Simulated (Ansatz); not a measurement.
Process, species as SMILES: B(N)(O)N [diaminoborinic acid] → [NH]B(N)O + H atom (the H-N bond breaks)

Wanted: bond dissociation energy (electronic), in kcal/mol. Terms: UHF or UKS for open shells; non-relativistic; no spin-orbit coupling; valence correlation only; dispersion terms only where a functional's name holds one. CBS(X,Y): correlation extrapolated as X^-3; Hartree-Fock from the larger set. First-principles rows: single points at B3LYP-D3(BJ) geometries (Ansatz, a first-principles code).

```csv
species,coefficient,"E at HF/STO-3G (Ansatz), Eh","E at wB97M-V/def2-TZVPD (Ansatz), Eh"
NB(N)O,-1,-208.72198,-212.74136
[NH]B(N)O,+1,-208.09094,-212.05744
H atom,+1,-0.46658,-0.49411
```

Coupled cluster (Ansatz) is a level with limits of its own, used here on species with T1 under 0.025 (0.045 for open shells) and stable references: CCSD(T)/CBS(aug-cc-pVTZ,aug-cc-pVQZ). Value to compare with, CCSD(T)/CBS(aug-cc-pVTZ,aug-cc-pVQZ) (Ansatz): 120.6 kcal/mol. 1 Eh = 627.5095 kcal/mol.

Compute it at each level from the table, and compare with CCSD(T)/CBS(aug-cc-pVTZ,aug-cc-pVQZ) (Ansatz).


- HF/STO-3G: the sum of coefficient times E is 0.16446 Eh, or 103.20 kcal/mol. Result: 103.2 kcal/mol. Its difference against CCSD(T)/CBS(aug-cc-pVTZ,aug-cc-pVQZ) (Ansatz) is -17.4 kcal/mol.
- wB97M-V/def2-TZVPD: the sum of coefficient times E is 0.18981 Eh, or 119.11 kcal/mol. Result: 119.1 kcal/mol. Its difference against CCSD(T)/CBS(aug-cc-pVTZ,aug-cc-pVQZ) (Ansatz) is -1.5 kcal/mol.
